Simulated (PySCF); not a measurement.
PySCF input file for GeS, SMILES [S]=[Ge] (connectivity only; charge and spin as stated), neutral, multiplicity 1, ADC(2)/aug-cc-pVDZ. Coordinates come from a B3LYP-D3(BJ)/def2-TZVP optimisation.

```python
import numpy as np
from pyscf import gto, scf, dft, adc

mol = gto.M(
    atom='''
    Ge    0.00000000    0.00000000   -0.67615974
    S     0.00000000    0.00000000    1.35231948
    ''',
    basis='aug-cc-pVDZ',
    charge=0,
    spin=0,
    max_memory=1600,
    verbose=4,
)
mf = scf.RHF(mol)
mf.conv_tol = 1e-10
mf.max_cycle = 100
mf.kernel()
res = {}
for kind, nroots in (('ee', 6), ('ip', 6), ('ea', 2)):
    a = adc.ADC(mf).density_fit('aug-cc-pvdz-ri')
    a.method, a.method_type = 'adc(2)', kind
    e, v, p, x = a.kernel(nroots=nroots)
    res[kind] = (e * 27.211386245988, p)
for kind, (e, p) in res.items():
    print(kind, 'energies / eV', np.round(e, 3), 'strengths', np.round(p, 4))
```

It prints:

```
PySCF version 2.14.0

[INPUT] verbose = 4
[INPUT] num. atoms = 2
[INPUT] num. electrons = 48
[INPUT] charge = 0
[INPUT] spin (= nelec alpha-beta = 2S) = 0
[INPUT] symmetry False subgroup None
[INPUT] Mole.unit = angstrom
[INPUT] Symbol           X                Y                Z      unit          X                Y                Z       unit  Magmom
[INPUT]  1 Ge     0.000000000000   0.000000000000  -0.676159740000 AA    0.000000000000   0.000000000000  -1.277756725057 Bohr   0.0
[INPUT]  2 S      0.000000000000   0.000000000000   1.352319480000 AA    0.000000000000   0.000000000000   2.555513450114 Bohr   0.0

nuclear repulsion = 133.567418053728
number of shells = 17
number of NR pGTOs = 136
number of NR cGTOs = 63
basis = aug-cc-pVDZ
ecp = {}


******** <class 'pyscf.scf.hf.RHF'> ********
method = RHF
initial guess = minao
damping factor = 0
level_shift factor = 0
DIIS = <class 'pyscf.scf.diis.CDIIS'>
diis_start_cycle = 1
diis_space = 8
diis_damp = 0
SCF conv_tol = 1e-10
SCF conv_tol_grad = None
SCF max_cycles = 100
direct_scf = True
direct_scf_tol = 1e-13
Set gradient conv threshold to 1e-05
Initial guess from minao.
init E= -2472.25184575083
  HOMO = -0.273707919414033  LUMO = -0.0309839561503527  gap/eV = 6.60486
cycle= 1 E= -2472.84135957734  delta_E= -0.59  |g|= 0.375  |ddm|=  1.2
  HOMO = -0.325099719337613  LUMO = -0.0218282106783803  gap/eV = 8.25244
cycle= 2 E= -2472.86698728515  delta_E= -0.0256  |g|= 0.33  |ddm|= 0.857
  HOMO = -0.37547822970022  LUMO = 0.00139100280530488  gap/eV = 10.25513
cycle= 3 E= -2472.90669135863  delta_E= -0.0397  |g|= 0.0244  |ddm|= 0.349
  HOMO = -0.374872033936122  LUMO = 0.00868617299746361  gap/eV = 10.43715
cycle= 4 E= -2472.90710979182  delta_E= -0.000418  |g|= 0.00651  |ddm|= 0.0779
  HOMO = -0.376235832343666  LUMO = 0.00797386162810826  gap/eV = 10.45488
cycle= 5 E= -2472.90713445939  delta_E= -2.47e-05  |g|= 0.0016  |ddm|= 0.0145
  HOMO = -0.375663154534055  LUMO = 0.00787067982084046  gap/eV = 10.43649
cycle= 6 E= -2472.90713593796  delta_E= -1.48e-06  |g|= 0.000404  |ddm|= 0.00345
  HOMO = -0.375723338959921  LUMO = 0.00783178168334202  gap/eV = 10.43707
cycle= 7 E= -2472.90713609778  delta_E= -1.6e-07  |g|= 0.000149  |ddm|= 0.00115
  HOMO = -0.375712356727719  LUMO = 0.00783465898659294  gap/eV = 10.43685
cycle= 8 E= -2472.90713612677  delta_E= -2.9e-08  |g|= 3.72e-05  |ddm|= 0.000608
  HOMO = -0.375708769895824  LUMO = 0.00783364551189423  gap/eV = 10.43672
cycle= 9 E= -2472.9071361285  delta_E= -1.73e-09  |g|= 7.07e-06  |ddm|= 0.000176
  HOMO = -0.375709291156749  LUMO = 0.00783272721004453  gap/eV = 10.43671
cycle= 10 E= -2472.90713612854  delta_E= -4.18e-11  |g|= 1.37e-06  |ddm|= 1.98e-05
  HOMO = -0.375709336421774  LUMO = 0.00783270131567976  gap/eV = 10.43671
Extra cycle  E= -2472.90713612855  delta_E= -1.55e-11  |g|= 5.95e-07  |ddm|= 2.52e-06
converged SCF energy = -2472.90713612855

******** <class 'pyscf.adc.radc.RADC'> ********
******** ADC Orbital Information ********
Number of Frozen Occupied Orbitals: 0
Number of Frozen Virtual Orbitals: 0
Number of Active Occupied Orbitals: 24
Number of Active Virtual Orbitals: 39
*****************************************
******** <class 'pyscf.df.df.DF'> ********
auxbasis = aug-cc-pvdz-ri
Reference correlation energy (doubles): -0.24991297
MP2 correlation energy of reference state (a.u.) = -0.24991297

******** <class 'pyscf.adc.radc_ee.RADCEE'> ********
max_space = 12
max_cycle = 50
conv_tol = 1e-08

*************************************************************
        ADC calculation summary (singlet states only)
*************************************************************
adc(2) root 0  |  Energy (Eh) =   0.1451663725  |  Energy (eV) =   3.95017820  |  Osc. strength = 0.00000000  |  conv = True
adc(2) root 1  |  Energy (Eh) =   0.1480982411  |  Energy (eV) =   4.02995841  |  Osc. strength = 0.00000000  |  conv = True
adc(2) root 2  |  Energy (Eh) =   0.1480982437  |  Energy (eV) =   4.02995848  |  Osc. strength = 0.00000000  |  conv = True
adc(2) root 3  |  Energy (Eh) =   0.1580626735  |  Energy (eV) =   4.30110442  |  Osc. strength = 0.01621327  |  conv = True
adc(2) root 4  |  Energy (Eh) =   0.1580626735  |  Energy (eV) =   4.30110442  |  Osc. strength = 0.01621327  |  conv = True
adc(2) root 5  |  Energy (Eh) =   0.1903565106  |  Energy (eV) =   5.17986449  |  Osc. strength = 0.37579474  |  conv = True

******** <class 'pyscf.adc.radc.RADC'> ********
******** ADC Orbital Information ********
Number of Frozen Occupied Orbitals: 0
Number of Frozen Virtual Orbitals: 0
Number of Active Occupied Orbitals: 24
Number of Active Virtual Orbitals: 39
*****************************************
******** <class 'pyscf.df.df.DF'> ********
auxbasis = aug-cc-pvdz-ri
Reference correlation energy (doubles): -0.24991297
MP2 correlation energy of reference state (a.u.) = -0.24991297

******** <class 'pyscf.adc.radc_ip.RADCIP'> ********
max_space = 12
max_cycle = 50
conv_tol = 1e-08

*************************************************************
        ADC calculation summary (doublet states only)
*************************************************************
adc(2) root 0  |  Energy (Eh) =   0.3537531287  |  Energy (eV) =   9.62611294  |  Spec. factor = 1.75159475  |  conv = True
adc(2) root 1  |  Energy (Eh) =   0.3537531288  |  Energy (eV) =   9.62611294  |  Spec. factor = 1.75159475  |  conv = True
adc(2) root 2  |  Energy (Eh) =   0.3611058706  |  Energy (eV) =   9.82619124  |  Spec. factor = 1.79474622  |  conv = True
adc(2) root 3  |  Energy (Eh) =   0.5229320652  |  Energy (eV) =  14.22970629  |  Spec. factor = 1.61023214  |  conv = True
adc(2) root 4  |  Energy (Eh) =   0.7592505288  |  Energy (eV) =  20.66025922  |  Spec. factor = 0.00003074  |  conv = True
adc(2) root 5  |  Energy (Eh) =   0.7592509684  |  Energy (eV) =  20.66027119  |  Spec. factor = 0.00001733  |  conv = True

******** <class 'pyscf.adc.radc.RADC'> ********
******** ADC Orbital Information ********
Number of Frozen Occupied Orbitals: 0
Number of Frozen Virtual Orbitals: 0
Number of Active Occupied Orbitals: 24
Number of Active Virtual Orbitals: 39
*****************************************
******** <class 'pyscf.df.df.DF'> ********
auxbasis = aug-cc-pvdz-ri
Reference correlation energy (doubles): -0.24991297
MP2 correlation energy of reference state (a.u.) = -0.24991297

******** <class 'pyscf.adc.radc_ea.RADCEA'> ********
max_space = 12
max_cycle = 50
conv_tol = 1e-08

*************************************************************
        ADC calculation summary (doublet states only)
*************************************************************
adc(2) root 0  |  Energy (Eh) =  -0.0172186797  |  Energy (eV) =  -0.46854414  |  Spec. factor = 1.87060333  |  conv = True
adc(2) root 1  |  Energy (Eh) =  -0.0172186797  |  Energy (eV) =  -0.46854414  |  Spec. factor = 1.87060333  |  conv = True
ee energies / eV [3.95  4.03  4.03  4.301 4.301 5.18 ] strengths [0.     0.     0.     0.0162 0.0162 0.3758]
ip energies / eV [ 9.626  9.626  9.826 14.23  20.66  20.66 ] strengths [1.7516 1.7516 1.7947 1.6102 0.     0.    ]
ea energies / eV [-0.469 -0.469] strengths [1.8706 1.8706]
```

Self-consistency was reached.
